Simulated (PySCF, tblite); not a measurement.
Problem. Give a GFN2-xTB geometry of InChI=1S/C7H10N2O/c1-3-6-9-7(10-2)4-5-8-9/h3-5H,1,6H2,2H3.

Solution. 
```
atom  x, y, z in Å
C1     3.0562    0.4782    0.9188
C2     2.2812   -0.5593    0.6714
C3     1.3794   -0.6727   -0.5243
N4     0.0212   -0.9315   -0.1195
N5    -0.4036   -2.1696    0.1559
C6    -1.6526   -2.0455    0.5496
C7    -2.0634   -0.7042    0.5431
C8    -0.9469   -0.0178    0.1119
O9    -0.6808    1.2901   -0.1176
C10   -1.7649    2.1673    0.0885
H11    3.6918    0.5210    1.7868
H12    3.0932    1.3283    0.2570
H13    2.2399   -1.4054    1.3438
H14    1.6970   -1.5163   -1.1457
H15    1.3939    0.2495   -1.1095
H16   -2.2219   -2.9110    0.8233
H17   -3.0228   -0.3136    0.8108
H18   -2.6039    1.9206   -0.5694
H19   -1.3946    3.1627   -0.1487
H20   -2.1034    2.1398    1.1285
```

Orientation and origin are arbitrary. Atoms count from 1 in this order. The 2 C–O bonds span 1.354 Å (C8–O9, drawn single) to 1.410 Å (O9–C10, drawn single), a spread of 0.056 Å. The C–C distances run from 1.318 Å (C1=C2, drawn double) to 1.502 Å (C2–C3, drawn single), a spread of 0.184 Å. N4 (pyrrole-type nitrogen) is planar (angles 127.0°, 121.6° and 111.3°, sum 359.9°, 0.03 Å off the plane of its three neighbours). N5 (pyridine-type nitrogen) is bent (angle 106.0°).

Bonds between heavy atoms (Å): C1=C2 1.318, C2–C3 1.502, C3–N4 1.441, N4–N5 1.338, N5–C6 1.315, C6–C7 1.403, C7–C8 1.380, C8–O9 1.354, O9–C10 1.410, N4–C8 1.351.

The geometry is computed with GFN2-xTB (gas phase).

Point group: C1 (no symmetry element, even within 0.4 Å). Its GFN2-xTB frequencies are all real (lowest 20 cm⁻¹). The numbers are those of one conformer (C1–C2–C3–N4 -125°, C2–C3–N4–N5 -84°, C7–C8–O9–C10 -2°). 3 starts were optimised and ended at 0.00, 0.30 and 0.31 kcal/mol (GFN2-xTB); the lowest of these is shown.
